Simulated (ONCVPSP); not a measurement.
Reading a pseudo-wave (phosphorus (P))

Columns: radius, all-electron u(r) and pseudo u(r) of the 3p shell (level -5.48 eV) of phosphorus in the configuration [Ne] 3s2 3p3; PBEsol, scalar-relativistic, ONCV scheme, ONCVPSP 4.0.1.

| r (bohr) | all-electron | pseudo |
| --- | --- | --- |
| 0.095 | -0.1224 | 0.0050 |
| 0.190 | -0.2538 | 0.0201 |
| 0.285 | -0.2975 | 0.0453 |
| 0.380 | -0.2655 | 0.0796 |
| 0.475 | -0.1863 | 0.1211 |
| 0.570 | -0.0830 | 0.1684 |
| 0.665 | 0.0286 | 0.2202 |
| 0.760 | 0.1384 | 0.2757 |
| 0.855 | 0.2408 | 0.3328 |
| 0.950 | 0.3327 | 0.3892 |
| 1.045 | 0.4129 | 0.4429 |
| 1.140 | 0.4814 | 0.4931 |
| 1.235 | 0.5383 | 0.5396 |
| 1.330 | 0.5842 | 0.5816 |
| 1.425 | 0.6197 | 0.6172 |
| 1.520 | 0.6459 | 0.6447 |
| 1.615 | 0.6638 | 0.6635 |
| 1.710 | 0.6746 | 0.6745 |
| 1.805 | 0.6791 | 0.6791 |
| 1.900 | 0.6783 | 0.6783 |
| 1.995 | 0.6730 | 0.6730 |
| 2.090 | 0.6641 | 0.6641 |
| 2.185 | 0.6521 | 0.6521 |
| 2.280 | 0.6377 | 0.6377 |
| 2.375 | 0.6213 | 0.6213 |
| 2.470 | 0.6034 | 0.6034 |

Problem. How many radial nodes do the two functions have?

Solution. The all-electron 3p function has n − l − 1 = 1; the pseudo-wave has 0, since the states of the same l below it are removed with the core.

Problem. At about which radius was the pseudo-wave matched?

Solution. 1.90 bohr. The columns agree to 0.0005 from 1.61 bohr on; several derivatives are matched, so the curves merge somewhat inside the radius.

Problem. Is the pseudo-wave norm-conserving?

Solution. Yes: the ONCV scheme keeps the norm inside the radius equal to the all-electron one, which fixes the energy derivative of the logarithmic derivative at the level.
